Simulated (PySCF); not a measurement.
Stationary points of MnSe₃⁺

Method: PBE0/[Mn def2-SVP, Se def2-SVP], no relativity, density fitting, PySCF.

Relaxations began from a few typed shapes; open shells are unrestricted. The search is not exhaustive: other isomers or separated fragments can lie lower, and high-lying points may rest on an excited occupation.

Problem. Which is the lowest minimum found?
A. singlet (closed shell, unstable to spin polarisation) C3v: Mn–Se 2.079 Å (×3); Se–Mn–Se 113.4° (×3)
B. broken-symmetry Ms = 0 (⟨S²⟩ 3.69) D3h: Mn–Se 2.273 Å (×3); Se–Mn–Se 120.0° (×3)
C. singlet (closed shell, unstable to spin polarisation) D3h: Mn–Se 2.076 Å (×3); Se–Mn–Se 120.0° (×3)

Solution. B. The others lie at 256.7 (singlet C3v), 259.4 (singlet D3h, a saddle point) kJ/mol above it.

For the lowest minimum: the determinant is spin-contaminated (⟨S²⟩ = 3.69, pure value 0.00).
